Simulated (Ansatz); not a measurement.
Au5Cl4⁺, 9 atoms. Hardware: 4 threads of Arm Neoverse V1 on a shared host.

In the def2 sets Au takes a core potential; there is no spin–orbit coupling. Correlated methods freeze 20 core orbitals; core or outer-core shells of Au are correlated, in sets that lack core-valence functions.

Task: How many basis functions does each of these Ansatz runs have, and roughly what does it cost? r2SCAN-D4/def2-TZVP, charge 1 singlet, energy, from earlier orbitals; PBE0-D4/def2-SVP, charge 1 singlet, energy, from earlier orbitals; PBE0-D4/def2-SVP, charge 1 singlet, relaxation, 3 steps; PBE-D4/def2-TZVP, charge 1 singlet, energy and forces, from earlier orbitals; RPA@PBE/def2-SVP, charge 1 singlet, energy, from earlier orbitals; PBE0-D4/def2-TZVP, charge 1 singlet, energy, from earlier orbitals; LDA (SPW92)/def2-TZVP, charge 1 singlet, energy, from earlier orbitals; PBE-D4/def2-SVP, charge 1 singlet, energy, from earlier orbitals; MP2/def2-SVP, charge 1 singlet, energy, from earlier orbitals.

Result: Other jobs shared the machine, so times can vary by a factor of up to 3. A dash marks memory too small to be measured apart from the calling script's.

```csv
run,functions,fitting or Cholesky vectors,wall time,peak host memory (GiB)
"LDA (SPW92)/def2-TZVP, charge 1 singlet, energy, from earlier orbitals",348,2814,5.5 s,0.96
"PBE-D4/def2-SVP, charge 1 singlet, energy, from earlier orbitals",232,2380,6 s,–
"MP2/def2-SVP, charge 1 singlet, energy, from earlier orbitals",232,2262,12 s,1
"PBE0-D4/def2-SVP, charge 1 singlet, energy, from earlier orbitals",232,2262,12 s,1
"PBE-D4/def2-TZVP, charge 1 singlet, energy and forces, from earlier orbitals",348,2814,13 s,0.97
"RPA@PBE/def2-SVP, charge 1 singlet, energy, from earlier orbitals",232,2262,20 s,1
"r2SCAN-D4/def2-TZVP, charge 1 singlet, energy, from earlier orbitals",348,2814,26 s,1.1
"PBE0-D4/def2-TZVP, charge 1 singlet, energy, from earlier orbitals",348,2712,28 s,1.9
"PBE0-D4/def2-SVP, charge 1 singlet, relaxation, 3 steps",232,2501,38 s,1.1
```
